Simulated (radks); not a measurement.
Removal energies from the tin ion Sn2+, [Kr] 4d10 5s2, by Delta-SCF beside the eigenvalue of the level emptied. All-electron calculation, Dirac Kohn-Sham, relativistic LDA (MacDonald-Vosko exchange, VWN5 correlation), spin-unpolarised, spherical densities, finite nucleus; Fermi nuclear charge, rms radius of each element as measured or else 0.836 A^(1/3) + 0.57 fm. Program: a radial shooting solver on a logarithmic mesh with Libxc functionals. Sub-shells are occupied by j as written (lower j first in brackets).

removed from                        final configuration  Delta-SCF (eV)  -eigenvalue (eV)
5s1/2                                     [Kr] 4d10 5s1          31.397            26.483
4d5/2                       [Kr] 4d(3/2: 4, 5/2: 5) 5s2          51.404            43.001
4d3/2                       [Kr] 4d(3/2: 3, 5/2: 6) 5s2          52.524            44.057
4p3/2         [Ar] 3d10 4s2 4p(1/2: 2, 3/2: 3) 4d10 5s2          114.07            104.61
